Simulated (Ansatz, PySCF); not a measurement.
H4SeSiTe, SMILES [SiH3][Te][SeH]. Atoms are numbered in the order given.

```xyz
7

Te     0.2157    -0.4730     0.7814
Se     0.5010     1.4133    -0.9040
H     -0.4795     2.3170    -0.2752
Si    -1.6374    -1.5158    -0.5511
H     -1.1519    -1.8636    -1.9171
H     -2.7898    -0.5733    -0.6466
H     -2.0530    -2.7536     0.1775
```

Geometry optimised at PBE0-D3(BJ)/def2-SVP. This is a generated structure with no PubChem entry under its InChIKey; it may be hypothetical. The def2 effective core potentials stand for the cores of Te; spin–orbit coupling is left out. Other conformers were not sampled.

Two levels are set side by side: PBE-D3(BJ)/def2-SVP (Ansatz, a first-principles code) and PBE0-D3(BJ)/def2-SVP (Ansatz). Each level has its own optimised geometry; the coordinates shown are those of the second. Frequencies come from the Hessian of PySCF at each geometry. Differences are taken from unrounded values.

```
quantity                            PBE0-D3(BJ)
----------------------------------  -----------
mean bond length (Å)                      1.835
bond Te1–Se2 (Å)                          2.546
bond Te1–Si4 (Å)                          2.509
bond Se2–H3 (Å)                           1.474
bond Si4–H5 (Å)                           1.491
bond Si4–H6 (Å)                           1.492
bond Si4–H7 (Å)                           1.495
highest harmonic wavenumber (cm⁻¹)         2432
mean harmonic wavenumber (cm⁻¹)             980
zero-point energy (kcal/mol)              21.01
```

**Question.** What does PBE-D3(BJ) give, and how far is it from PBE0-D3(BJ)? (Estimate from the structure and the level; the computed values follow.)

**Answer.** 
```
quantity                            PBE-D3(BJ)  PBE-D3(BJ) minus PBE0-D3(BJ)
----------------------------------  ----------  ----------------------------
mean bond length (Å)                     1.850                         0.016
bond Te1–Se2 (Å)                         2.571                         0.026
bond Te1–Si4 (Å)                         2.529                         0.019
bond Se2–H3 (Å)                          1.490                         0.016
bond Si4–H5 (Å)                          1.502                         0.011
bond Si4–H6 (Å)                          1.503                         0.011
bond Si4–H7 (Å)                          1.507                         0.011
highest harmonic wavenumber (cm⁻¹)        2325                          -107
mean harmonic wavenumber (cm⁻¹)            942                           -37
zero-point energy (kcal/mol)             20.20                         -0.80
```

Exact exchange shortens and stiffens bonds; PBE has none. Differences between two approximate levels are no errors against the true value.
